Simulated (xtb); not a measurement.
IIn, charge +1, doublet, geometry from GFN2-xTB (such geometries of metal compounds can be far from the true shape) (a state made from the parent by changing its charge; the spin is typed, not shown lowest); GFN2-xTB (xtb).

The xtb input:
```
$ xtb mol.xyz --gfn 2 --chrg 1 --uhf 1 --json

# file mol.xyz
2

In    -0.00000000    -0.00000000    -1.69320062
I      0.00000000     0.00000000     1.56541190
```

It wrote (shortened):

```
   ID    Z sym.   atoms
    1   49 In     1
    2   53 I      2

           -------------------------------------------------
          |                Calculation Setup                |
           -------------------------------------------------

           -------------------------------------------------
          |                 G F N 2 - x T B                 |
           -------------------------------------------------

          ...................................................
          :                      SETUP                      :
          :.................................................:
          :  # basis functions                  20          :
          :  # atomic orbitals                  18          :
          :  # shells                            6          :
          :  # electrons                         9          :
          :  max. iterations                   250          :
          :  Hamiltonian                  GFN2-xTB          :
          :  restarted?                      false          :
          :  GBSA solvation                  false          :
          :  PC potential                    false          :
          :  electronic temp.          300.0000000     K    :
          :  accuracy                    1.0000000          :
          :  -> integral cutoff          0.2500000E+02      :
          :  -> integral neglect         0.1000000E-07      :
          :  -> SCF convergence          0.1000000E-05 Eh   :
          :  -> wf. convergence          0.1000000E-03 e    :
          :  Broyden damping             0.4000000          :
          :  net charge                          1          :
          :  unpaired electrons                  1          :
          ...................................................

 iter      E             dE          RMSdq      gap      omega  full diag
   1     -4.6278498 -0.462785E+01  0.220E+01    6.79       0.0  T
   2     -4.6310093 -0.315952E-02  0.850E+00    6.77       1.0  T
   3     -4.6314189 -0.409621E-03  0.477E+00    6.44       1.0  T
   4     -4.6317830 -0.364073E-03  0.381E+00    6.08       1.0  T
   5     -4.6318705 -0.874599E-04  0.121E+00    5.89       1.0  T
   6     -4.6317957  0.747920E-04  0.273E+00    6.06       1.0  T
   7     -4.6318914 -0.957093E-04  0.129E+00    5.96       1.0  T
   8     -4.6319088 -0.174449E-04  0.753E-01    5.97       1.0  T
   9     -4.6319181 -0.930617E-05  0.496E-02    6.00       1.4  T
[...]
         :: total energy              -4.631808096871 Eh    ::
[...]
        11                         -0.2415158              -6.5720
        12                         -0.2415158              -6.5720
        13                         -0.2136468              -5.8136
        14                         -0.2136468              -5.8136
        15                         -0.1733890              -4.7182
        16                         -0.1648983              -4.4871
       ...                                ...                  ...
        18                          0.1849000               5.0314
      -------------------------------------------------------------
                  HL-Gap            0.2203998 Eh            5.9974 eV
             Fermi-level           -0.5813624 Eh          -15.8197 eV

     #   Z          covCN         q      C6AA      α(0)
     1  49 In       0.632     0.795   506.418    59.057
     2  53 I        0.632     0.205   354.902    32.530

 Mol. C6AA /au·bohr⁶  :       1656.811576
 Mol. C8AA /au·bohr⁸  :     200193.614183
 Mol. α(0) /au        :         91.586587

Wiberg/Mayer (AO) data.
largest (>0.10) Wiberg bond orders for each atom

 ---------------------------------------------------------------------------
     #   Z sym  total        # sym  WBO       # sym  WBO       # sym  WBO
 ---------------------------------------------------------------------------
     1  49 In   0.349 --     2 I    0.349
     2  53 I    0.349 --     1 In   0.349
 ---------------------------------------------------------------------------

Topologies differ in total number of bonds
Writing topology from bond orders to xtbtopo.mol

molecular dipole:
                 x           y           z       tot (Debye)
 q only:        0.000       0.000      -1.940
   full:       -0.000       0.000      -2.409       6.122
molecular quadrupole (traceless):
                xx          xy          yy          xz          yz          zz
 q only:       -4.967       0.000      -4.967       0.000       0.000       9.934
  q+dip:       -4.721       0.000      -4.721       0.000      -0.000       9.443
   full:       -3.771       0.000      -3.771       0.000      -0.000       7.541

           -------------------------------------------------
          | TOTAL ENERGY               -4.631808096871 Eh   |
          | GRADIENT NORM               0.000000307078 Eh/α |
          | HOMO-LUMO GAP               5.997383895012 eV   |
           -------------------------------------------------

normal termination of xtb
```
